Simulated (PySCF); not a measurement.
Te(H)(Cl), SMILES Cl[TeH] (HClTe), B3LYP/def2-SVP optimised geometry.

```
3

Te    -1.14    -0.84     0.00
H     -1.26     0.84     0.00
Cl     1.26    -0.84     0.00
```

Density from B3LYP/def2-TZVP, def2 effective core potentials past Kr (PySCF 2.14.0) at that geometry. The core electrons that the potentials of Te replace are not part of the density.

Minimum of the electron density along straight lines between bonded atoms, close to the bond critical point (lines longer than 1.1 times the sum of covalent radii, or with two minima, are not listed):

```
bond     length / Å  ρ at the minimum / e bohr⁻³  ∇²ρ there / e bohr⁻⁵  position (fraction from the first atom)
-------  ----------  ---------------------------  --------------------  ---------------------------------------
Te1–H2        1.677                            ?                     ?                                     0.63
Te1–Cl3       2.400                        0.087                     ?                                     0.48
```

Some entries are withheld; supply them.


- Te1–H2, ρ at the minimum / e bohr⁻³: 0.134
- Te1–H2, ∇²ρ there / e bohr⁻⁵: -0.06
- Te1–Cl3, ∇²ρ there / e bohr⁻⁵: 0.06
